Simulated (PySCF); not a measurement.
Species: C8H9O (doublet state).
Bonds: C1–C2 (double), C2–C3, C3–C4, C4–C5, C5–C6, C6–O7, O7–C8, C8–C9 (double), C1–C9, C4–C8. Hydrogens: H10 on C1; H11 on C2; H12, H13 on C3; H14, H15 on C5; H16, H17 on C6; H18 on C9.

As a line formula: `C12[C](CC=CC=2)CCO1` [radical].

Theory: UKS B3LYP, pcH-1 on C H O, non-relativistic, mean-field spin-orbit, GIAO (PySCF). Isolated species at its GFN2-xTB geometry, gas phase. A GFN2-xTB geometry isn't a minimum of the functional, and hyperfine couplings can be far from their values at a DFT geometry. The SCF solution wasn't tested for stability. ⟨S²⟩ is 0.785 where a pure state has 0.75.

Task: Break the g tensor into its mass correction, gauge correction and orbital-Zeeman/spin–orbit terms.

Result: 
| Δg (ppm) | 1 | 2 | 3 |
| --- | --- | --- | --- |
| relativistic mass correction | -132 | -132 | -132 |
| gauge correction | -6 | 26 | 18 |
| orbital Zeeman/spin–orbit | 3 | 435 | 686 |
| total | -135 | 329 | 571 |

So g = 2.00218, 2.00265, 2.00289 and g_iso = 2.00257; the tensor is rhombic: the two nearest values differ by 34 % of g3 − g1. Axes: g2 points within 1° of the C2–C3 bond.

Task: Average each term over the three axes. Which is largest in size?

Result: The orbital-Zeeman/spin–orbit term 375, the mass correction -132 and the gauge correction 13 ppm, for a total of 255 ppm. The orbital-Zeeman/spin–orbit term is the largest in size. The mass correction is the same along every axis, so the anisotropy comes from the other two: their spans along these axes are 32 (gauge) and 683 ppm (orbital Zeeman/spin–orbit).

Task: What effective moment and Curie constant follow for a powder?

Result: With the mean of g² = 4.0103 and S(S+1) = 0.75: μ_eff = √(⟨g²⟩S(S+1)) = 1.734 μB and χT = 0.12505·⟨g²⟩·S(S+1) = 0.376 cm³ K/mol (cgs; spin-Hamiltonian part alone).

Task: What are the electron Larmor frequencies g μB B/h along the three axes at 340 mT?

Result: 9.5278, 9.5300, 9.5312 GHz for g1, g2 and g3, a range of 3.4 MHz.

Task: In a frozen sample, at which fields do the three g values resonate at 9.5, 34, 94 and 263 GHz (hyperfine left aside), and which band first spreads them over more than twice a line width of 0.3 mT?

Result: 
```csv
band,GHz,B(g3) mT,B(g2) mT,B(g1) mT,spread mT
X,9.5,338.89,338.93,339.01,0.12
Q,34.0,1212.86,1213.01,1213.29,0.43
W,94.0,3353.20,3353.60,3354.38,1.18
J,263.0,9381.82,9382.95,9385.13,3.31
```

The spread grows in proportion to the frequency. W band is the first where it exceeds 0.6 mT.

Largest spin populations (Mulliken): C9 (+0.53), C4 (+0.45), C2 (+0.40) and C1 (-0.20). Three atoms exceed +0.15. The positive populations add up to 1.56 and the negative ones to -0.56, together 2S = 1. The angles at C9 add up to 360.0°, so it is planar.

The HOMO–LUMO gaps are 4.75 eV among the α and 3.57 eV among the β orbitals.
